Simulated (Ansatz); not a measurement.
Molecule: CH3F2Si (charge 0, doublet). It need not be the lowest isomer of its formula. 
Coordinates optimised at B3LYP-D3(BJ)/def2-TZVP (Ansatz, a quantum-chemistry and plane-wave program):
SMILES: C[Si](F)F
```xyz
7

Si     0.2100     0.3437    -0.1195
F      0.6961    -0.8367    -1.0924
F      0.7605    -0.0301     1.3413
C     -1.6596     0.3357    -0.0674
H     -2.0711     0.5332    -1.0573
H     -2.0266     1.0916     0.6271
H     -1.9937    -0.6500     0.2681
```
Charge 0, spin multiplicity 2.

Total electronic energies in hartree. Cores are frozen in the correlated levels unless marked. UHF or UKS for open shells. No spin-orbit coupling. Non-relativistic. CBS marks a two-point X^-3 extrapolation of the correlation energy; Hartree-Fock from the larger set (for Q and 5 zeta extrapolated as (X+1)exp(-9√X)).

```tsv
level	program	energy (Eh)
BLYP-D4/def2-TZVPD	Ansatz + dftd4	-529.27460
B3LYP-D3(BJ)/def2-TZVPD	Ansatz + dftd3	-529.33305
PBE0/def2-QZVPP	Ansatz	-528.96298
HSE06-D4/def2-TZVPD	Ansatz + dftd4	-528.92578
MP2/STO-3G	Ansatz	-520.94702
SCS-MP2/cc-pVTZ	Ansatz	-528.39908
SCS-MP2/cc-pV(5+d)Z	Ansatz	-528.54027
CCSD(T)/CBS(cc-pV(T+d)Z,cc-pV(Q+d)Z)	Ansatz	-528.6016
CCSD(T)/CBS(cc-pV(Q+d)Z,cc-pV(5+d)Z)	Ansatz	-528.6095
```

Totals of different functionals don't rank their quality; only differences between species are comparable.
